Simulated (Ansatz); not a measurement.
C4H8O3 can be A, `COCOC(C)=O`, or B, `COCCOC=O`.

Calculated with Ansatz (gas phase, PBE0-D4/def2-TZVP geometries, no zero-point term in ΔE). CCSD(T)/CBS is the MP2 limit (def2-TZVPP, def2-QZVPP) plus CCSD(T) − MP2 in def2-TZVPP, frozen cores. DFT in def2-TZVPP. B3LYP here is the variant with VWN-RPA as its local correlation; programs differ in this. Each species was taken in one conformer, which may not be the lowest.

A:

Z-matrix (Å, degrees):
```
C
O 1 1.412
H 1 1.089 2 106.7
H 1 1.095 2 111.6 3 119.0
H 1 1.095 2 111.2 3 -119.6
C 2 1.373 1 114.7 3 171.3
O 6 1.432 2 111.9 1 76.4
H 6 1.094 2 112.3 1 -45.7
H 6 1.089 2 107.1 1 -168.9
C 7 1.347 6 118.0 2 -102.8
C 10 1.497 7 110.5 6 179.9
O 10 1.200 7 124.3 6 -0.2
H 11 1.091 10 109.8 7 -57.2
H 11 1.087 10 109.7 7 -178.6
H 11 1.092 10 109.7 7 60.4
```

B:

Z-matrix (Å, degrees):
```
C
O 1 1.407
H 1 1.095 2 112.1
H 1 1.090 2 106.9 3 -118.8
H 1 1.099 2 111.0 3 122.7
C 2 1.398 1 114.2 3 -68.8
C 6 1.514 2 114.2 1 73.6
H 6 1.093 2 106.2 1 -166.1
H 6 1.102 2 111.1 1 -48.9
O 7 1.430 6 110.1 2 62.8
H 7 1.090 6 112.2 2 -59.2
H 7 1.092 6 109.5 2 179.3
C 10 1.331 7 117.2 6 -102.0
O 13 1.196 10 126.7 7 -4.1
H 13 1.099 10 108.8 7 176.8
```

Question: Which is lower in electronic energy at CCSD(T)/CBS, and by how much? (An estimate is asked.)

Answer: The calculation gave: A, by 45.2 kJ/mol.

Question: Give E(B) − E(A) in kJ/mol with B3LYP, HF/def2-TZVPP, MP2/def2-TZVPP, ωB97M-V, CCSD(T)/def2-TZVPP, B3LYP-D4, r2SCAN-D4. (An estimate is asked.)

Answer: Ansatz gave: B3LYP 46.7, HF/def2-TZVPP 51.3, MP2/def2-TZVPP 45.3, ωB97M-V 46.7, CCSD(T)/def2-TZVPP 45.0, B3LYP-D4 44.7, r2SCAN-D4 49.0. None reverses the order clearly.

Largest T1 diagnostic: 0.014.

In def2-TZVPP, CCSD(T) changes the Hartree–Fock value by −6.3 kJ/mol (the triples alone add −0.4 kJ/mol) and MP2 by −6.0 kJ/mol.
